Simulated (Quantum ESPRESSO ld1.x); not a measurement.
Values are calculated unless marked as measured or tabulated.
Question: The mean radii <r> (bohr) of the occupied orbitals of an atom or ion are listed with their occupations. Level of theory: non-relativistic Kohn-Sham, LDA (Slater exchange, Perdew-Wang correlation), spin-polarised, spherical densities, point nucleus (ld1.x of Quantum ESPRESSO 7.5).

| orbital | occ. | <r> |
|---|---|---|
| 1s up | 1 | 0.1043 |
| 1s down | 1 | 0.1043 |
| 2s up | 1 | 0.5240 |
| 2s down | 1 | 0.5236 |
| 2p up | 3 | 0.4867 |
| 2p down | 3 | 0.4862 |
| 3s up | 1 | 1.817 |
| 3s down | 1 | 1.833 |
| 3p up | 2 | 2.112 |

Name the element and its charge. Open shells, if any, are filled with parallel spins first.

Answer: Z = 15, phosphorus, charge +1: P+ in [Ne] 3s2 3p2. The 1s radius gives Z: for a bare nucleus <r> = 1.5/Z, 0.1 bohr for Z = 15, and screening makes it slightly larger (0.1043 here). The occupations add up to 14, and the charge is Z minus that.
